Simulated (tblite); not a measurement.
Species: C6H9P.
SMILES with atom numbers: `[CH3:1][C:2]#[C:3][P:4]=[C:5]([CH3:6])[CH3:7]` (hydrogens: H8, H9, H10 on C1; H11, H12, H13 on C6; H14, H15, H16 on C7)

Computed geometry: GFN2-xTB, gas phase.

**Question.** What internal coordinates does the optimisation give?

**Answer.** 
```json
{"bond": "C1–C2", "length (pm)": "144.5", "order": "single"}
{"bond": "C2≡C3", "length (pm)": "120.7", "order": "triple"}
{"bond": "C3–P4", "length (pm)": "175.8", "order": "single"}
{"bond": "P4=C5", "length (pm)": "168.8", "order": "double"}
{"bond": "C5–C6", "length (pm)": "149.3", "order": "single"}
{"bond": "C5–C7", "length (pm)": "149.7", "order": "single"}
{"bond": "C1–H8, C1–H9, C1–H10", "length (pm)": "109.0", "order": "single"}
{"bond": "C6–H11, C6–H12, C6–H13", "length (pm)": "109.0", "order": "single"}
{"bond": "C7–H14, C7–H15, C7–H16", "length (pm)": "109.1", "order": "single"}
```

Bonds in one row agree within 1 pm and their mean is given. Orders are formal, as drawn. A selection of angles:
```json
{"angle": "C2–C1–H8", "degrees": "109.9"}
{"angle": "H8–C1–H9", "degrees": "108.8"}
{"angle": "C1–C2–C3", "degrees": "176.7"}
{"angle": "C2–C3–P4", "degrees": "170.7"}
{"angle": "C3–P4–C5", "degrees": "101.9"}
{"angle": "P4–C5–C6", "degrees": "126.6"}
{"angle": "P4–C5–C7", "degrees": "118.2"}
{"angle": "C6–C5–C7", "degrees": "115.3"}
{"angle": "C5–C6–H11", "degrees": "111.5"}
{"angle": "C5–C6–H12", "degrees": "110.1"}
{"angle": "H11–C6–H12", "degrees": "108.8"}
{"angle": "H12–C6–H13", "degrees": "107.3"}
{"angle": "C5–C7–H14", "degrees": "110.4"}
{"angle": "C5–C7–H16", "degrees": "111.4"}
{"angle": "H14–C7–H15", "degrees": "107.4"}
{"angle": "H14–C7–H16", "degrees": "108.5"}
```

Dihedral angles: C3–P4–C5–C6 0° (synperiplanar). The mirror-image conformer, all signs reversed, is as good.

The 7 heavy atoms lie in one plane (0.001 Å rms). The C–P distances run from 1.688 Å (P4=C5, drawn double) to 1.758 Å (C3–P4, drawn single), a spread of 0.070 Å. The 4 C–C bonds span 1.207 Å (C2≡C3, drawn triple) to 1.497 Å (C5–C7, drawn single), a spread of 0.290 Å. Of the pairs four or more bonds apart, C3···H11 is among the closest relative to their van der Waals radii: 2.40 Å, 83 % of the sum of Bondi's values.

Point group: near Cs, missed by 0.31 Å at most; the miss may be what the optimiser left on a soft mode. Its lowest GFN2-xTB frequency is 11 cm⁻¹, too small to tell a flat minimum from a shallow saddle.

Time: 0.35 s wall. Hardware: one thread, Arm Neoverse V1 (aarch64), shared host with 32 logical CPUs at a one-minute load of 9.9. These figures are those of the optimisation.
